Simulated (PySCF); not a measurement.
UHF on Yb (ytterbium, neutral)

Configuration: [Xe] 4f14 5d2, high-spin 3F determinant (an excited configuration). Computed with PySCF 2.14 in cc-pVTZ-X2C (10s9p7d5f3g1h, 145 functions), with scalar relativity by spin-free X2C-1e.

| Property | Result |
| --- | --- |
| Total energy | -14054.231032 hartree |
| One-electron energy | -19314.7331 hartree |
| Hartree (Coulomb) energy | 5553.3497 hartree |
| Exchange energy | -292.8476 hartree |
| ⟨S²⟩ | 2.0053 |
| ⟨L²⟩ | 12.050 |
| Sum of ⟨r⟩ | 43.90 bohr |
| Sum of ⟨r²⟩ | 74.33 bohr² |
| Langevin diamagnetic susceptibility | -58.9 ×10⁻⁶ cm³/mol |

| shell | electrons | mean orbital energy (eV) | spread (eV) | rms radius, mean of both spins (bohr) |
| --- | --- | --- | --- | --- |
| 1s β | 1 | -61636.5 | 0 | 0.0223 |
| 1s α | 1 | -61636.5 | 0 | 0.0223 |
| 2s α | 1 | -10573.0 | 0 | 0.0901 |
| 2s β | 1 | -10573.0 | 0 | 0.0901 |
| 2p α | 3 | -9336.3 | 0 | 0.0815 |
| 2p β | 3 | -9336.2 | 0 | 0.0815 |
| 3s β | 1 | -2438.5 | 0 | 0.231 |
| 3s α | 1 | -2438.4 | 0 | 0.231 |
| 3p β | 3 | -2057.0 | 0 | 0.232 |
| 3p α | 3 | -2056.9 | 0 | 0.232 |
| 3d β | 5 | -1580.0 | 0.007 | 0.212 |
| 3d α | 5 | -1579.9 | 0.025 | 0.212 |
| 4s β | 1 | -506.54 | 0 | 0.519 |
| 4s α | 1 | -506.45 | 0 | 0.519 |
| 4p β | 3 | -378.48 | 0 | 0.553 |
| 4p α | 3 | -378.38 | 0 | 0.553 |
| 4d β | 5 | -204.58 | 0.031 | 0.606 |
| 4d α | 5 | -204.49 | 0.096 | 0.606 |
| 5s α | 1 | -64.894 | 0 | 1.32 |
| 5s β | 1 | -64.530 | 0 | 1.32 |
| 5p α | 3 | -33.275 | 0 | 1.58 |
| 5p β | 3 | -32.415 | 0 | 1.58 |
| 4f β | 7 | -12.499 | 0.050 | 0.877 |
| 4f α | 7 | -12.413 | 0.047 | 0.877 |
| 5d α | 2 | -2.531 | 0 | 4.37 |

Spin-orbit coupling, absent here, splits the open shell strongly.

Densities and radii are taken from the X2C orbitals without a picture-change correction, which distorts them close to the nucleus.

Spin-orbit constants ζ (cm⁻¹) from the X2C one-electron operator on these orbitals: bare nucleus, nucleus screened by l(l+1)(2l+1)/3 electrons, and screened by the Breit-Pauli mean field of the electrons.

| shell | bare | screened nucleus | mean field |
| --- | --- | --- | --- |
| 2p | 5348000 | 5195000 | n/a |
| 3p | 1147000 | 1114000 | n/a |
| 3d | 179700 | 154000 | n/a |
| 4p | 253400 | 246100 | n/a |
| 4d | 33620 | 28820 | n/a |
| 4f | 5027 | 3016 | n/a |
| 5p | 27700 | 26900 | n/a |
| 5d | 450.8 | 386.4 | n/a |

To first order the Landé constant is A = 193.2 cm⁻¹, so the lowest level has J = 2 and lies 0.0958 eV below the centre of the term. This holds in LS coupling only.
